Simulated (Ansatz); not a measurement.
```yaml
crystal:
  periodic: [false, false, false]
  atoms:
    - {symbol: C, position_ang: [-1.168789, 1.038945, 0.186066]}
    - {symbol: Si, position_ang: [-0.006047, -0.316129, 0.720887]}
    - {symbol: C, position_ang: [1.270444, -0.686708, -0.613964]}
    - {symbol: Br, position_ang: [0.380692, -1.265489, -2.248069]}
    - {symbol: H, position_ang: [-1.703076, 0.749770, -0.721088]}
    - {symbol: H, position_ang: [-1.904212, 1.244424, 0.967150]}
    - {symbol: H, position_ang: [-0.623057, 1.963451, -0.017115]}
    - {symbol: H, position_ang: [-0.740715, -1.572876, 1.019763]}
    - {symbol: H, position_ang: [0.750978, 0.093085, 1.939619]}
    - {symbol: H, position_ang: [1.863292, 0.187644, -0.881492]}
    - {symbol: H, position_ang: [1.945791, -1.493118, -0.331156]}
basis:
  gaussian: {orbitals: STO-3G}
magnetization: {spin_polarized: true, initial_magnetization: 0}
hamiltonian: {xc: {name: HF}}
correlation: {active_space: {window: {electrons: 40, orbitals: 30}}}
```

```sh
$ ansatz run in.yaml --threads 4 --pin off --events-out ev --progress --plain --max-ram 10444MiB
```

(1) How does Ansatz answer? (Estimate.)

## Answers

(1) Computed: The program refused the input.
```
Error: invalid value for `correlation.active_space`: it starts from restricted Hartree–Fock orbitals; set hamiltonian.xc: hf without magnetization.spin_polarized
```
